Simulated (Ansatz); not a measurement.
Program: Ansatz.

Input:

```yaml
crystal:
  periodic: [false, false, false]
  atoms:
    - { symbol: C, position_ang: [-1.977812, -0.256487, -0.976805] }
    - { symbol: Si, position_ang: [-0.234757, -0.97069, -0.969523] }
    - { symbol: "N", position_ang: [-0.152383, -2.279533, 0.162542] }
    - { symbol: Ge, position_ang: [1.358752, 0.79322, -0.471418] }
    - { symbol: Si, position_ang: [0.985822, 1.733572, 1.724403] }
    - { symbol: H, position_ang: [-2.704065, -1.03569, -1.21908] }
    - { symbol: H, position_ang: [-2.071973, 0.543961, -1.714471] }
    - { symbol: H, position_ang: [-2.242632, 0.158283, -0.000718] }
    - { symbol: H, position_ang: [0.111948, -1.529692, -2.299683] }
    - { symbol: H, position_ang: [0.570958, -2.968557, 0.091651] }
    - { symbol: H, position_ang: [-0.439223, -2.16246, 1.115067] }
    - { symbol: H, position_ang: [2.796378, 0.235583, -0.504651] }
    - { symbol: H, position_ang: [1.296673, 1.939451, -1.501285] }
    - { symbol: H, position_ang: [1.005397, 0.652519, 2.744317] }
    - { symbol: H, position_ang: [2.019961, 2.734784, 2.082331] }
    - { symbol: H, position_ang: [-1.827812, -0.156487, -0.976805] }
basis:
  gaussian: { orbitals: def2-SVP }
hamiltonian:
  xc: hf
neb:
  order_check: false
  images: 5
  f_tol: 0.05
  max_iterations: 8
  spring: 0.1
  final_atoms:
    - { symbol: C, position_ang: [-1.62512504, -0.76676326, -1.99608602] }
    - { symbol: Si, position_ang: [-0.36756365, -0.87275803, -0.59798227] }
    - { symbol: "N", position_ang: [-1.0723416, -1.65815727, 0.77630796] }
    - { symbol: Ge, position_ang: [0.46675805, 1.3464214, -0.07036654] }
    - { symbol: Si, position_ang: [2.09008066, 1.2796213, 1.71823132] }
    - { symbol: H, position_ang: [-1.98001131, -1.7654206, -2.26098208] }
    - { symbol: H, position_ang: [-1.18743256, -0.30730184, -2.88542999] }
    - { symbol: H, position_ang: [-2.49045694, -0.16695612, -1.7027191] }
    - { symbol: H, position_ang: [0.79869269, -1.69828873, -1.00039197] }
    - { symbol: H, position_ang: [-0.4997622, -2.16138535, 1.42599929] }
    - { symbol: H, position_ang: [-1.88742773, -1.29073599, 1.22819318] }
    - { symbol: H, position_ang: [1.11338321, 2.02839709, -1.2930707] }
    - { symbol: H, position_ang: [-0.69570164, 2.25542205, 0.38411121] }
    - { symbol: H, position_ang: [3.26543139, 0.46863487, 1.31068476] }
    - { symbol: H, position_ang: [2.55859511, 2.63843397, 2.08585124] }
    - { symbol: H, position_ang: [1.48988357, 0.64813451, 2.9219497] }
  initial_path: idpp
```

Run as:

```bash
$ ansatz run input.yaml --threads 2 --pin off --max-ram 3072MiB --backend cpu --events-out ev --progress --plain --runs-dir out
```

What happens when this is run, and what is wrong with the input?

The last atom was typed 0.18 Å from the first. The program accepted the input, but its numbers aren't properties of this system. The run was cut off at its time limit.

```
WARN: NEB end point (image 0): max|allowed force component| = 1.656e3 eV/Å (the criterion of neb.relax_end_points is 1.000e-2). That is over neb.f_tol: it is no minimum, so the barrier can be far off. Relax it first
NEB end point (image 6): max|allowed force component| = 1.115e-2 eV/Å (the criterion of neb.relax_end_points is 1.000e-2)
NEB iter   1: max|band force component| = 4.142e0 eV/Å  barrier→ = 0.0000 eV  barrier← = 237.8499 eV  Δτ_max = 0.2000 Å  (294 SCF iters)
NEB iter   2: max|band force component| = 3.065e0 eV/Å  barrier→ = 0.0000 eV  barrier← = 237.8499 eV  Δτ_max = 0.2000 Å  (159 SCF iters)
NEB iter   3: max|band force component| = 3.048e0 eV/Å  barrier→ = 0.0000 eV  barrier← = 237.8499 eV  Δτ_max = 0.2000 Å  (154 SCF iters)
NEB iter   4: max|band force component| = 3.471e0 eV/Å  barrier→ = 0.0000 eV  barrier← = 237.8499 eV  Δτ_max = 0.2000 Å  (156 SCF iters)
NEB iter   5: max|band force component| = 4.000e0 eV/Å  barrier→ = 0.0000 eV  barrier← = 237.8499 eV  Δτ_max = 0.1032 Å  (154 SCF iters)
Error: SIGTERM received: run cancelled behind 278 evaluations of the mean field
```
